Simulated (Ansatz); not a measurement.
```xyz
10

C    -0.265    1.582   -0.061
Sn    0.301   -0.396   -0.574
N    -0.034   -1.681    0.921
F    -0.963   -0.886   -1.949
H    -1.251    1.557    0.404
H     0.452    2.020    0.634
H    -0.314    2.190   -0.963
H     1.810   -0.695   -1.308
H    -0.403   -1.314    1.784
H     0.668   -2.379    1.112
```

Charge 0, multiplicity 1. Sn: def2 effective core potential.

**Question.** List the CAM-B3LYP/def2-TZVPP orbital energies in eV (Ansatz 0.2.0). (Estimate.)

**Answer.** Ansatz gave: Occupied: -671.54, -391.05, -279.07, -141.06, -96.01, -95.94, -95.92, -32.59, -30.29, -30.17, -30.07, -30.04, -29.63, -24.73, -21.40, -15.84, -14.99, -13.42, -13.40, -12.31, -12.10, -11.98, -11.09, -10.13, -8.90. Lowest empty: 0.82, 1.14, 1.22, 2.28, 2.81, 3.45, 3.79, 3.81.
